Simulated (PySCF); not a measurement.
C2H10Si4, SMILES [SiH3][SiH2][Si@H]1[SiH2]C=C1.

The structure is a stationary point at B3LYP-D3(BJ)/def2-SVP. The structure was generated by enumeration; whether it is a known compound was not checked. Other conformers were not sampled.

Calculation: PySCF with TDA-LC-ωPBE/def2-SVPD.

Vertical excitations. Gas-phase values at a fixed geometry.

Task: Give excitation energies, oscillator strengths and character. (Estimate from the structure and the level; the computed values follow.)

Result: 
```
state  energy (eV)  λ (nm)      f                                                                 main pairs
-----  -----------  ------  -----  -------------------------------------------------------------------------
S1            5.87     211  0.031                                           HOMO→LUMO 62 %, HOMO−2→LUMO 10 %
S2            6.09     204  0.003         HOMO−1→LUMO 41 %, HOMO→LUMO 10 %, HOMO−2→LUMO 9 %, HOMO−3→LUMO 9 %
S3            6.31     197  0.007      HOMO→LUMO+1 41 %, HOMO→LUMO 12 %, HOMO−2→LUMO 10 %, HOMO−2→LUMO+1 7 %
S4            6.65     186  0.019                      HOMO→LUMO+2 42 %, HOMO→LUMO+3 22 %, HOMO−1→LUMO+2 7 %
S5            6.87     180  0.033  HOMO−1→LUMO+1 23 %, HOMO−1→LUMO+2 13 %, HOMO→LUMO+1 13 %, HOMO→LUMO+3 9 %
S6            7.07     175  0.321   HOMO−1→LUMO+1 35 %, HOMO−1→LUMO 14 %, HOMO→LUMO+3 8 %, HOMO−1→LUMO+2 7 %
T1            3.99     311      0     HOMO−2→LUMO 25 %, HOMO→LUMO 15 %, HOMO−1→LUMO 10 %, HOMO−2→LUMO+1 10 %
T2            5.25     236      0      HOMO−2→LUMO 29 %, HOMO→LUMO 28 %, HOMO−3→LUMO 10 %, HOMO−2→LUMO+1 8 %
```
Triplets are in the Tamm–Dancoff approximation.
